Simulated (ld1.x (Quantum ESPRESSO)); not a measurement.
# Transferability test, TM potential for beryllium

* Element: beryllium (Be)
* Generator: ld1.x (Quantum ESPRESSO) 7.5
* Type: norm-conserving Troullier–Martins (Kleinman–Bylander form)
* Functional: LDA (PZ)
* Relativity: scalar-relativistic
* Frozen core: [He]
* Valence charge: 2
* Reference configuration: 2s1 2p0 (charge +1)
* Partial waves: 2s (bound): rc 1.35 bohr; 2p (bound, empty): rc 3.20 bohr; 3d channel at -0.15 Ry: rc 2.70 bohr
* Local potential: all-electron potential smoothed inside 1.70 bohr (lloc = -1)
* Core correction: a·sin(br)/r model core, default radius (core density twice the valence density)

Energies are relative to the spin-unpolarised reference configuration 2s1 2p0; without spin polarisation the order of configurations can differ from experiment. Spin-polarised rows fill each open shell by Hund’s rule, majority spin first.

```json
{"valence configuration": "2s2 2p0", "charge": "0", "ΔE all-electron (eV)": "-9.520", "error AE − PS (meV)": "+9.3"}
{"valence configuration": "2s1 2p1", "charge": "0", "ΔE all-electron (eV)": "-6.000", "error AE − PS (meV)": "+29"}
{"valence configuration": "2s0 2p1", "charge": "+1", "ΔE all-electron (eV)": "3.814", "error AE − PS (meV)": "-3.0"}
{"valence configuration": "2s1 2p0 (spin-polarised)", "charge": "+1", "ΔE all-electron (eV)": "-0.476", "error AE − PS (meV)": "+2.5"}
{"valence configuration": "2s1.5 2p0 (spin-polarised)", "charge": "+0.5", "ΔE all-electron (eV)": "-5.849", "error AE − PS (meV)": "+3.7"}
```

**Question.** What are ΔE and the potential's error for 2s0 2p2?

**Answer.** ΔE = -2.448 eV all-electron; the error (AE − PS) is +45 meV.

**Question.** What are ΔE and the potential's error for 2s1.5 2p0?

**Answer.** ΔE = -5.768 eV all-electron; the error (AE − PS) is +3.0 meV.
